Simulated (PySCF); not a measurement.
# Frontier orbitals and the lowest excitations

Species: C₆H₁₃BO₃Si.
Geometry (PBE0-D3(BJ)/def2-SVP, Å), atoms numbered from 1 in this order:
```xyz
24
C6H13BO3Si angstrom
C     -2.6539    1.7655    0.2602
Si    -1.5153    0.3054    0.0471
C     -1.6687   -0.9253    1.4378
C     -1.6583   -0.4574   -1.6468
O      0.0558    1.0683    0.1725
C      1.1962    0.4508    0.0757
O      1.1782   -0.8038   -0.1200
B      2.4455   -1.6881   -0.2526
O      3.6583   -0.7860   -0.1295
C      3.5763    0.4715    0.0679
C      2.4001    1.1816    0.1886
H     -3.7057    1.4471    0.1856
H     -2.4724    2.5230   -0.5176
H     -2.5111    2.2413    1.2424
H     -0.9603   -1.7560    1.3058
H     -1.4679   -0.4463    2.4086
H     -2.6896   -1.3387    1.4697
H     -0.9280   -1.2693   -1.7760
H     -1.4901    0.2944   -2.4334
H     -2.6691   -0.8728   -1.7879
H      2.4404   -2.4796    0.6753
H      2.4299   -2.1874   -1.3649
H      4.5432    0.9905    0.1400
H      2.3813    2.2551    0.3555
```

Method used: TDDFT PBE0/def2-SVPD, vertical, gas phase, core orbitals frozen in the response (PySCF 2.14.0, density-fitted response routines).

Frontier orbitals with the atoms that hold most of them (Löwdin shares over 4%, at most four atoms; ? is withheld):

| orbital | ε (eV) | atoms |
| --- | --- | --- |
| LUMO+2 | 0.89 | C10 16%, B8 14%, C11 14%, H23 11% |
| LUMO+1 | 0.22 | Si2 17%, C1 11%, C3 8%, C4 8% |
| LUMO | ? | ? |
| HOMO | -6.56 | ? |
| HOMO-1 | -8.37 | B8 17%, C11 15%, O5 14%, C10 9% |
| HOMO-2 | -9.03 | C1 29%, Si2 19%, C4 12%, C3 11% |
| HOMO-3 | -9.13 | C3 22%, C4 21%, Si2 17% |

Q: Give the leading atoms of the HOMO.

A: C11 (bonded to 2 C and H) 22%; O9 (bonded to B and C) 18%; B8 (bonded to 2 O and 2 H) 14%; O7 (bonded to B and C) 12%. By element: oxygen 29% or more, carbon 22% or more, boron 14%.

Q: Give the leading atoms of the LUMO.

A: C10 (bonded to C, O and H) 27%; C6 (bonded to C and 2 O) 22%; O9 (bonded to B and C) 14%; O7 (bonded to B and C) 11%. By element: carbon 49% or more, oxygen 25% or more.

Q: What is the LUMO energy, and the HOMO–LUMO gap?

A: ε(LUMO) = -1.57 eV; the gap is 4.99 eV (0.1834 hartree).

Q: How does S1 compare with the orbital gap of 4.99 eV?

A: S1 is at 3.90 eV (f = 0.054), 1.09 eV below the gap, made of HOMO→LUMO (98%). 

Q: One configuration dominates each of S1, S3, S4 and S5. Which, and how do the shares of the two leading atoms of either orbital change from the occupied to the empty one?

A: 
- S1 (3.90 eV, f 0.054), HOMO→LUMO (98%): C11 22% → at most 12%, O9 18% → 14%, C10 at most 12% → 27%, C6 at most 12% → 22%
- S3 (5.99 eV, f 0.017), HOMO→LUMO+1 (85%): C11 22% → at most 9%, O9 18% → at most 9%, Si2 at most 12% → 17%, C1 at most 12% → 11%
- S4 (6.02 eV, f 0.343), HOMO-1→LUMO (96%): B8 17% → at most 12%, C11 15% → at most 12%, C10 9% → 27%, C6 at most 9% → 22%
- S5 (6.47 eV, f 0.0024), HOMO-2→LUMO (86%): C1 29% → at most 12%, Si2 19% → at most 12%, C10 at most 11% → 27%, C6 at most 11% → 22%

Löwdin shares depend on the basis, the more so with diffuse functions.

Hardware: one thread of an Arm Neoverse N1 (shared host). Cost: 4.6 min, 1.5 GiB resident at most.

One conformer stands for the species.
